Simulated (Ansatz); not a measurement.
Computed with Ansatz on PBE0-D4/def2-TZVP structures; ΔE is electronic, products minus reactants. CBS: MP2 limit from def2 TZ/QZ plus the TZ coupled-cluster correction, frozen cores. DFT in def2-TZVPP. B3LYP here is the variant with VWN-RPA as its local correlation; programs differ in this. For Ge outer-core shells are correlated without core-valence functions, which leaves a few kJ/mol of doubt a bond. Scalar relativity is left out up to krypton. Each species was taken in one conformer, which may not be the lowest.

Reaction (ligand exchange at a Ge–C bond): `C=N[C](=C)[GeH3]` + `F[SiH]1CN1` → `F[SiH]1C[N]1[GeH3]` + `C=CN=C`

```json
{"level": "PBE-D4", "ΔE (kJ/mol)": "-36.8", "difference from CCSD(T)/CBS": "4.4"}
{"level": "r2SCAN-D4", "ΔE (kJ/mol)": "-41.9", "difference from CCSD(T)/CBS": "-0.7"}
{"level": "PBE0-D4", "ΔE (kJ/mol)": "-41.0", "difference from CCSD(T)/CBS": "0.2"}
{"level": "B3LYP-D4", "ΔE (kJ/mol)": "-46.4", "difference from CCSD(T)/CBS": "-5.2"}
{"level": "ωB97X-V", "ΔE (kJ/mol)": "-44.8", "difference from CCSD(T)/CBS": "-3.6"}
{"level": "ωB97M-V", "ΔE (kJ/mol)": "-42.4", "difference from CCSD(T)/CBS": "-1.2"}
{"level": "B2PLYP", "ΔE (kJ/mol)": "-48.3", "difference from CCSD(T)/CBS": "-7.1"}
{"level": "PBE", "ΔE (kJ/mol)": "-38.3", "difference from CCSD(T)/CBS": "2.9"}
{"level": "r2SCAN", "ΔE (kJ/mol)": "-42.2", "difference from CCSD(T)/CBS": "-1.0"}
{"level": "PBE0", "ΔE (kJ/mol)": "-42.2", "difference from CCSD(T)/CBS": "-1.0"}
{"level": "B3LYP", "ΔE (kJ/mol)": "-48.8", "difference from CCSD(T)/CBS": "-7.6"}
{"level": "HF/def2-TZVPP", "ΔE (kJ/mol)": "-65.8", "difference from CCSD(T)/CBS": "-24.6"}
{"level": "MP2/def2-TZVPP", "ΔE (kJ/mol)": "-45.0", "difference from CCSD(T)/CBS": "-3.8"}
{"level": "SCS-MP2/def2-TZVPP", "ΔE (kJ/mol)": "-49.2", "difference from CCSD(T)/CBS": "-8.0"}
{"level": "CCSD/def2-TZVPP", "ΔE (kJ/mol)": "-47.5", "difference from CCSD(T)/CBS": "-6.3"}
{"level": "CCSD(T)/def2-TZVPP", "ΔE (kJ/mol)": "-44.5", "difference from CCSD(T)/CBS": "-3.3"}
{"level": "HF/def2-QZVPP", "ΔE (kJ/mol)": "-66.8", "difference from CCSD(T)/CBS": "-25.6"}
{"level": "MP2/def2-QZVPP", "ΔE (kJ/mol)": "-43.4", "difference from CCSD(T)/CBS": "-2.2"}
{"level": "SCS-MP2/def2-QZVPP", "ΔE (kJ/mol)": "-47.9", "difference from CCSD(T)/CBS": "-6.7"}
{"level": "HF/CBS(def2)", "ΔE (kJ/mol)": "-67.0", "difference from CCSD(T)/CBS": "-25.8"}
{"level": "MP2/CBS(def2)", "ΔE (kJ/mol)": "-41.6", "difference from CCSD(T)/CBS": "-0.4"}
{"level": "CCSD/CBS(def2)", "ΔE (kJ/mol)": "-44.1", "difference from CCSD(T)/CBS": "-2.9"}
{"level": "CCSD(T)/CBS", "ΔE (kJ/mol)": "-41.2", "difference from CCSD(T)/CBS": "0"}
```

Largest T1 diagnostic among the species: 0.013.

In def2-TZVPP, CCSD(T) changes the Hartree–Fock value by +21.2 kJ/mol (the triples alone add +2.9 kJ/mol) and MP2 by +20.8 kJ/mol. From PBE to PBE0 (25 % exact exchange), in def2-TZVPP and without D4, ΔE moves by −3.9 kJ/mol.
